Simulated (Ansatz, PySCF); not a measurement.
The pair A = HCl (SMILES Cl) (first 2 atoms), B = HBr (SMILES Br); geometry from B3LYP-D3(BJ)/def2-TZVP.
(charge 0, multiplicity 1):
| atom | x (Å) | y (Å) | z (Å) |
|---|---|---|---|
| Cl | 0.5348 | -0.4660 | -0.2256 |
| H | 0.8003 | 0.7857 | -0.1236 |
| Br | 0.1772 | -0.3093 | 3.6888 |
| H | 0.2552 | -0.5921 | 2.2887 |

Correlated levels freeze the cores. Filled d and f shells under p-block atoms count as core. Rows in 6-31G* carry no dispersion term and start afresh at each structure (6-31G* with six Cartesian d functions); the Pople sets are all-electron and without relativity.

Codes used: Ansatz (an electronic-structure program) with Gaussian orbitals; PySCF for 6-31G* rows. Each number belongs to the level named beside it.

Total energies (hartree), monomers frozen at their geometry in the pair:

```tsv
structure	HF/6-31G*	MP2/def2-SVPD	CCSD(T)/def2-SVPD
AB	-3032.7441478	-3032.9367159	-3032.9762330
A in the pair's basis	-460.0600194	-460.1076157	-460.1280822
B in the pair's basis	-2572.6843741	-2572.8269386	-2572.8465434
A	-460.0597812	-460.1062274	-460.1265524
B	-2572.6842383	-2572.8263934	-2572.8459377
```

**Question.** Work out the interaction energy without and with the counterpoise correction, and the superposition error, for each level.

**Answer.** 
E(AB) − E(A) − E(B), times 627.509 kcal/mol, with the monomers in their own basis and then in the pair's basis:
- HF/6-31G*: -0.08 uncorrected, 0.15 corrected; the monomers gain 0.23 kcal/mol from borrowed functions
- MP2/def2-SVPD: -2.57 uncorrected, -1.36 corrected; the monomers gain 1.21 kcal/mol from borrowed functions
- CCSD(T)/def2-SVPD: -2.35 uncorrected, -1.01 corrected; the monomers gain 1.34 kcal/mol from borrowed functions
